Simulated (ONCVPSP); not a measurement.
Scattering properties, ONCV potential for cerium (Ce)

Ce (Z = 58), optimised norm-conserving Vanderbilt (ONCV), made with ONCVPSP 4.0.1 (PBEsol, scalar-relativistic). Core [Kr] 4d10, reference 4f1 5s2 5p6 5d1.5 6s1.5. Waves: 5s+6s: rc 2.90 bohr, ncon 3, nbas 7, qcut 3.4 1/bohr, 2 projectors; 5p: rc 3.00 bohr, ncon 4, nbas 8, qcut 4.7 1/bohr, 2 projectors, debl 3 Ha; 5d: rc 2.75 bohr, ncon 5, nbas 8, qcut 3.7 1/bohr, 2 projectors, debl 1.3 Ha; 4f: rc 1.85 bohr, ncon 4, nbas 8, qcut 9.5 1/bohr, 2 projectors, debl 2.2 Ha. Local part: polynomial inside 1.20 bohr (lpopt 4, dvloc0 0 Ha). Core correction: Teter function fitted to the true core (icmod 2), fcfact 0.45.

The phase is arctan(r·R′/R) of the radial function R(r), unwrapped; energies in Ha, scanned from -3 to 5 Ha. A pole is an energy at which the radial function vanishes at the test radius. The pseudo phase is shifted by a multiple of π to meet the all-electron one at the reference energy, and phase errors are pseudo minus all-electron; the curves can meet again beyond the range given. Levels narrower than the energy grid can be missing from the lists of poles. Where the grid stepped over a known ghost or core level, its pole and its step of π were put in at the level’s energy.

Task: For each channel, where are the poles, and over which energies does the pseudopotential scatter like the atom?

Result:

```
channel  radius (bohr)  reference energy (Ha)  poles, all-electron             poles, pseudo  unbroken range about the reference energy with phases within 0.05 rad  phase error 1 Ha above the reference energy (rad)
      s           2.95                  -0.13          -1.41, 1.53  -1.41, -0.30, 1.54, 4.93                                                            -0.3 to 2.6                                             +0.003
      p           3.05                  -0.83          -0.73, 1.91         -0.73, 1.91, 3.88                                                              below 3.1                                             -0.027
      d           2.79                  -0.09           0.47, 3.79                0.47, 3.68                                                              below 4.5                                             -0.000
      f           1.88                  -0.17           0.08, 4.77                0.08, 4.88                                                        the whole range                                             +0.001
```

Note: ghosts flagged at negative energy: s at -8.2 eV; GHOST(+) flagged for p at 101.5 eV. A true bound ghost makes a file unfit for plane-wave use.

Phases in the p channel:

```csv
E (Ha),all-electron,pseudo
-2.98,1.403,1.403
-2.54,1.382,1.382
-2.10,1.352,1.352
-1.66,1.298,1.297
-1.22,1.135,1.134
-0.78,-1.474,-1.474
-0.34,-1.860,-1.863
0.10,-2.314,-2.332
0.54,-3.947,-3.974
0.98,-4.479,-4.484
1.42,-4.626,-4.628
1.86,-4.705,-4.705
2.30,-4.770,-4.770
2.74,-4.853,-4.858
3.18,-5.046,-5.168
3.62,-6.481,-7.626
4.06,-7.560,-7.993
4.50,-7.716,-10.320
4.94,-7.780,-10.819
```
